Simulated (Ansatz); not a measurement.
`C[Si](C)(O)P` and `C[Si](C)(O)Cl` differ in one atom or group.

Ansatz, PBE0-D4/def2-TZVP geometries, multiplicity 1. Each molecule was computed in one conformer, which needn't be the lowest.

| property | `C[Si](C)(O)P` |
| --- | --- |
| LUMO energy (PBE0/def2-TZVPP) / eV | 0.39 |
| LUMO energy (ωB97M-V/def2-TZVPP) / eV | 1.87 |
| ideal-gas entropy at 298 K and 1 bar (rigid rotor, harmonic PBE0-D4/def2-TZVP) / J/(mol·K) | 388 |
| zero-point energy (PBE0-D4/def2-TZVP) / kJ/mol | 277.4 |
| HOMO energy (PBE0/def2-TZVPP) / eV | -7.15 |
| HOMO–LUMO gap (B3LYP/def2-TZVPP) / eV | 7.01 |

(1) What does the change do to each property? (An estimate is asked.)

## Answers

(1) Computed: 
```json
{"property": "LUMO energy (PBE0/def2-TZVPP) / eV", "`C[Si](C)(O)Cl`": "0.72", "shift": "0.33"}
{"property": "LUMO energy (ωB97M-V/def2-TZVPP) / eV", "`C[Si](C)(O)Cl`": "2.13", "shift": "0.26"}
{"property": "ideal-gas entropy at 298 K and 1 bar (rigid rotor, harmonic PBE0-D4/def2-TZVP) / J/(mol·K)", "`C[Si](C)(O)Cl`": "364", "shift": "-24"}
{"property": "zero-point energy (PBE0-D4/def2-TZVP) / kJ/mol", "`C[Si](C)(O)Cl`": "236.0", "shift": "-41.4"}
{"property": "HOMO energy (PBE0/def2-TZVPP) / eV", "`C[Si](C)(O)Cl`": "-8.39", "shift": "-1.24"}
{"property": "HOMO–LUMO gap (B3LYP/def2-TZVPP) / eV", "`C[Si](C)(O)Cl`": "8.52", "shift": "1.51"}
```

With PBE0 the HOMO falls by 1.24 eV and the LUMO rises by 0.33 eV, so the gap widens by about 1.57 eV. PBE moves the HOMO by -0.98 eV and ωB97M-V by -1.40 eV. The zero-point energy changes by -41.4 kJ/mol with -6 modes.

B3LYP here is the variant with VWN-RPA as its local correlation; programs differ in this.
